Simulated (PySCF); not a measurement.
**C₆ coefficients of unlike pairs at PBE**

Calculated with PySCF 2.14 from the dipole response of each species, C₆(A,B) = (3/π) ∫ α_A(iu) α_B(iu) du, in atomic units, from isotropic polarisabilities. For ions this is the dispersion term alone; charge-induced terms of lower order in 1/R come first.

| species | configuration | basis | relativity | α (bohr³) | C₆ (like pair) |
| --- | --- | --- | --- | --- | --- |
| Sn(3+) | [Kr] 4d10 5s1 (2S) | x2c-TZVPPall with one added diffuse shell each of s, p, d, f type (9s7p5d3f) | spin-free X2C | 8.916 | 35.75 |
| Li+ | 1s2 (1S) | aug-cc-pCVDZ (5s4p2d) | none | 0.1116 | 0.03110 |
| Cd(3+) | [Kr] 4d9 (2D) | x2c-TZVPPall with one added diffuse shell each of s, p, d, f type (9s7p7d3f1g) | spin-free X2C | 3.751 | 16.66 |
| Co(3+) | [Ar] 3d6 (5D) | x2c-QZVPPall with one added diffuse shell each of s, p, d, f, g type (12s8p6d5f3g) | spin-free X2C | 1.873 | 4.493 |

(1) Estimate C₆ for Cd(3+) with Sn(3+).

No spin-orbit coupling is included.

The other pairs:

| pair | C₆ |
| --- | --- |
| Co(3+), Li+ | 0.3602 |
| Li+, Sn(3+) | 0.8834 |
| Cd(3+), Li+ | 0.6788 |
| Co(3+), Sn(3+) | 11.89 |
| Co(3+), Cd(3+) | 8.630 |

Results:

(1) The integral gives 23.19. The combination rule 2 C_A C_B / (C_A α_B/α_A + C_B α_A/α_B) gives 21.80 and the geometric mean 24.40.
